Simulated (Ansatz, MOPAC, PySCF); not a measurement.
Constitutional and geometric isomers with formula CH6Si2. All species are isolated molecules in the gas phase. Strings in code marks are SMILES.

Quantity: electronic energy of isomers of CH6Si2 relative to `C1[SiH2][SiH2]1`, in kcal/mol. The restricted reference of `C[SiH]=[SiH2]`, `C=[SiH][SiH3]` and `[SiH2]=C[SiH3]` is unstable towards unrestricted orbitals. Semi-empirical values (MOPAC) are differences of heats of formation.

Level 1: frozen-core CCSD(T)/cc-pVTZ // PBE0-D3(BJ)/def2-TZVP (Ansatz, a quantum-chemistry and plane-wave program)
Level 2: PBE-D3(BJ)/def2-TZVP // PBE0-D3(BJ)/def2-TZVP (PySCF)
Level 3: SVWN5/6-31G* // PBE0-D3(BJ)/def2-TZVP (PySCF)
Level 4: PM3 // PBE0-D3(BJ)/def2-TZVP (MOPAC)

| species | level 1 | level 2 | level 3 | level 4 |
|---|---|---|---|---|
| `C=[SiH][SiH3]` | 8.04 | [?] | 13.7 | 15.8 |
| `C[SiH]=[SiH2]` | 5.43 | 5.76 | 5.90 | 12.2 |
| `[SiH2]=C[SiH3]` | [?] | [?] | 13.7 | 12.3 |

### Question
Fill in the missing entries.

### Answer

- `C=[SiH][SiH3]`, level 2: 10.0
- `[SiH2]=C[SiH3]`, level 1: 6.26
- `[SiH2]=C[SiH3]`, level 2: 9.96
